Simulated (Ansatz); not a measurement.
Si3O3⁻, relaxed as a doublet with UKS r2SCAN-D4/def2-SVPD in Ansatz, starting from the GFN1-xTB geometry. Force threshold 0.02 eV/Å.

Another isomer (doublet) lies 1.22 eV lower at PBE0-D4/def2-TZVPD; other spin states weren't run for this one.

Start:

```xyz
6

Si    0.5793   -1.8227    0.7373
Si    1.0970    0.4592    0.6972
Si   -0.8606    0.2748   -0.6642
O    -2.0086    0.7543   -1.5609
O     1.9065    1.7250    1.0454
O    -0.7137   -1.3904   -0.2548
```

```
        step  energy (eV)  largest force component (eV/Å)  SCF passes
           1  -29760.7558                           1.152          23
           2  -29760.8428                           0.620          33
3 (rejected)  -29760.8356                           0.429          34
           4  -29760.8713                           0.161          31
           5  -29760.8732                           0.056          26
           6  -29760.8733                           0.051          25
           7  -29760.8739                           0.014          25
```

Force components are those of the run's own axes.

End:

```xyz
6

Si    0.606   -1.810    0.755
Si    1.098    0.500    0.690
Si   -0.891    0.220   -0.672
O    -2.025    0.781   -1.579
O     1.972    1.742    1.088
O    -0.760   -1.433   -0.282
```

By distances, no bond broke or formed. The bond that changes most is Si1–O6, from 1.69 to 1.76 Å (atoms count from 1).

No frequencies were taken in this run, so the end may be a saddle point.

It took 17 s on 4 threads of Intel Xeon on a shared host.
